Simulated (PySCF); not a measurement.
# CaH from Hartree–Fock to correlated methods

State: ²Σ⁺ (doublet), unpaired electrons σ ↑. Set-up: Ca aug-pcseg-1, H aug-pcseg-1; no relativity (PySCF 2.14). De refers to Ca + H in their ground configurations, without counterpoise correction. The functionals are run spin-unrestricted. A positive dipole means Ca(−)H(+).

```csv
Level,Re (Å),ωe (cm⁻¹),De (eV),μ (D),"CPU s a point (SCF and correlation, without the integrals)"
UHF,2.064,1253,1.50,-2.39,0.061
UHF-MP2,2.055,1215,1.46,n/a,0.098
UHF-SCS-MP2,2.058,1214,1.51,n/a,n/a
UHF-CCSD,2.070,1177,1.54,n/a,n/a
UHF-CCSD(T),2.070,1172,1.52,n/a,1.6
PBE,1.980,1264,1.97,-2.48,0.37
revPBE,1.986,1254,2.00,-2.40,0.25
r²SCAN,1.981,1289,2.22,-2.60,0.57
r²SCANh,1.985,1286,2.17,-2.60,0.59
PBE0,1.988,1275,1.92,-2.45,0.56
B2PLYP,2.017,1241,1.73,-2.66,0.34
```

(1) Which functional lies closest to UHF-CCSD(T) in De, which farthest, and by how much do they differ from it?

(2) What does a quarter of exact exchange do here, going from PBE to PBE0?

(3) What does the step from GGA to meta-GGA do here, going from PBE to r²SCAN?

Correlated steps freeze 5 core orbitals. Correlated levels converge slowly with the basis: in double zeta they bind strong bonds too weakly, by up to about 1 eV, and carry superposition errors of some tenths. B2PLYP dipoles, levels and charges come from its SCF part alone. The state was picked by a PBE0 search and need not be the measured ground state.

The whole job (state search and all levels along the bond) took about 1 min on 1 thread of Arm Neoverse V2 (shared host), peak memory 0.46 GiB.

Answers

(1) Closest is B2PLYP (-5.3 pm in Re, +5.9 % in ωe, +0.21 eV in De against UHF-CCSD(T) in the same basis), farthest r²SCAN (-8.9 pm in Re, +10.0 % in ωe, +0.70 eV in De). CCSD(T) converges more slowly with the basis than the functionals do and binds too weakly in this one, so the order can change at the basis-set limit.

(2) PBE0 less PBE: +0.8 pm in Re, +0.9 % in ωe, -0.05 eV in De. Exact exchange removes part of the self-interaction that spreads semilocal densities, and in most molecules shortens and stiffens the bond and lowers De; here Re goes the other way.

(3) r²SCAN less PBE: +0.1 pm in Re, +2.0 % in ωe, +0.25 eV in De.
